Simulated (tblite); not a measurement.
Run record: tight-binding relaxation, `CC#C[Si@H](CC)[Se][SiH2]F`.

Computed with GFN2-xTB geometry optimisation, gas phase (tblite 0.8.0). Start geometry: from a force field or distance geometry. The input is one job of a driver script: a line of settings, then coordinates in Å.

Command:
```bash
OMP_NUM_THREADS=1 python probes_run.py task.json out
```

Input:
```
{"job": {"kind": "relax", "xc": "GFN2-xTB", "basis": "xTB"}, "charge": 0, "multiplicity": 1}
C     -3.808100     1.760400    -0.338900
C     -2.520300     1.111000    -0.555100
C     -1.446700     0.545100    -0.716500
Si     0.132700    -0.310800    -1.009800
C      0.494000    -1.440800     0.448600
C      0.954400    -2.762800    -0.148300
Se     1.728500     1.224000    -1.410500
Si     3.047000     1.701100     0.385300
F      3.346100     0.320100     1.300800
H     -3.643700     2.849200    -0.400300
H     -4.555100     1.453900    -1.138500
H     -4.247200     1.420400     0.614200
H      0.032200    -1.176300    -2.206100
H     -0.463600    -1.580900     0.977500
H      1.241200    -1.009100     1.141900
H      1.849100    -2.552700    -0.744000
H      0.141200    -3.070800    -0.851500
H      1.125200    -3.519800     0.645000
H      4.283900     2.366000    -0.030000
H      2.304100     2.683600     1.213800
```

Output:
```
step      E/eV     max force
  0    -754.16941    2.473
  1    -754.26951    4.895
  2    -754.42593    1.068
  3    -754.47650    0.553
  4    -754.52163    0.413
  5    -754.55163    0.403
  6    -754.57966    0.349
  7    -754.59828    0.329
  8    -754.61196    0.271
  9    -754.62186    0.199
... (190 lines left out)
200    -754.76480    0.036
201    -754.76497    0.029
202    -754.76512    0.025
203    -754.76523    0.031
204    -754.76531    0.021
205    -754.76540    0.016
206    -754.76547    0.013
207    -754.76549    0.010
208    -754.76551    0.011
209    -754.76553    0.010
```

«max force» is the largest atomic force in eV/Å.

Question: From which step on does the largest force stay under 0.1 eV/Å, and how much energy is left to gain from there?

Answer: From step 116 (0.068 eV/Å), 25.7 meV above the end.

In short: energy lowered by 13.7 kcal/mol over 209 steps; largest atomic force 0.010 eV/Å at the end.

Question: Where do the atoms end?

Answer: 0.875 Å rms from the input after alignment:
```
atom  x, y, z in Å
C1    -3.2797    2.2562   -0.0691
C2    -2.2677    1.2938   -0.4342
C3    -1.4317    0.4780   -0.7357
Si4   -0.0926   -0.6970   -1.2130
C5     0.2941   -1.8777    0.2342
C6     1.5574   -2.6996    0.0076
Se7    1.8069    0.5634   -1.7588
Si8    2.1606    1.6757    0.1653
F9     2.3235    0.6311    1.3801
H10   -2.8751    3.2654   -0.1433
H11   -4.1340    2.1673   -0.7396
H12   -3.6118    2.0796    0.9537
H13   -0.3847   -1.3767   -2.4760
H14   -0.5562   -2.5456    0.3777
H15    0.4009   -1.3038    1.1566
H16    2.4197   -2.0467   -0.1150
H17    1.4669   -3.3151   -0.8851
H18    1.7493   -3.3530    0.8566
H19    3.4391    2.3462    0.0604
H20    1.0100    2.4693    0.5553
```

Question: How long does this job take on Arm Neoverse N1, one thread, shared host?

Answer: About 4.0 s.
Labels such as C1 count atoms from 1, the log's own numbers from 0.
